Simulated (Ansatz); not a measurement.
Consider the formal exchange of groups at the Si–S bond: `N[Si@H](F)S[Si@@H](N)Cl` + `N[SiH3]` → `N[SiH2][SiH](N)Cl` + `N[SiH](F)S`.

Isolated molecules relaxed with PBE0-D4/def2-TZVP in Ansatz; ΔE leaves out vibrations. CCSD(T)/CBS is the MP2 limit (def2-TZVPP, def2-QZVPP) plus CCSD(T) − MP2 in def2-TZVPP, frozen cores. This one scheme is used for every species. DFT in def2-TZVPP. One conformer a species, not always the lowest.

CCSD(T)/CBS gives +70.9 kJ/mol.

Question: Another level gave +69.9 kJ/mol. Which?
A. PBE0-D4/def2-TZVPP
B. PBE/def2-TZVPP
C. r2SCAN-D4/def2-TZVPP
D. PBE-D4/def2-TZVPP

Answer: C. r2SCAN-D4 69.9, PBE-D4 58.6, PBE0-D4 64.6, PBE 53.5 kJ/mol.

Largest T1 diagnostic among the species: 0.011.

The D4 term adds +8.1 kJ/mol with B3LYP and +4.5 kJ/mol with PBE0; it sums over pairs of atoms, weighted by their polarisabilities, and B3LYP, whose exchange is more repulsive, gets the larger term. From PBE to PBE0 (25 % exact exchange), in def2-TZVPP and without D4, ΔE moves by +6.6 kJ/mol.

B3LYP here is the variant with VWN-RPA as its local correlation; programs differ in this.
